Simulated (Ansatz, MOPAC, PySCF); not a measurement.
System: SnF$_{3}$, net charge 1, singlet state. SMILES: [F][Sn+]([F])[F]
Geometry from a B3LYP-D3(BJ)/def2-TZVP (Ansatz, a program for electronic structure) optimisation:
```
Sn
F 1 1.8515
F 1 1.8515 2 120.00
F 1 1.8515 2 120.00 3 180.00
```
Charge +1, spin multiplicity 1.

Unscaled harmonic wavenumbers (cm⁻¹) in rising order, each level at the stationary point that it reaches from this structure (no distance between atoms moves by over 0.3 Å); the order of modes can differ between levels, and a negative number is imaginary. B3LYP-D3(BJ)/def2-TZVP (PySCF, at the structure above): 136, 136, 148, 670, 735, 735.

PM7 (MOPAC): 109, 136, 136, 614, 661, 661. Zero-point energy 3.3 against 3.7 kcal/mol; where all levels lie over 400 cm⁻¹, the wavenumbers are on average 0.905 times those of B3LYP-D3(BJ)/def2-TZVP.

HF/3-21G (Ansatz): 157, 162, 162, 764, 849, 849. Zero-point energy 4.2 against 3.7 kcal/mol; where all levels lie over 400 cm⁻¹, the wavenumbers are on average 1.150 times those of B3LYP-D3(BJ)/def2-TZVP.

HF/6-31G* with LANL2DZ past Ar (Ansatz): 199, 214, 214, 770, 829, 829. Zero-point energy 4.4 against 3.7 kcal/mol; where all levels lie over 400 cm⁻¹, the wavenumbers are on average 1.135 times those of B3LYP-D3(BJ)/def2-TZVP.

B3LYP/6-31G* with LANL2DZ past Ar (Ansatz): 167, 191, 192, 689, 749, 749. Zero-point energy 3.9 against 3.7 kcal/mol; where all levels lie over 400 cm⁻¹, the wavenumbers are on average 1.022 times those of B3LYP-D3(BJ)/def2-TZVP.
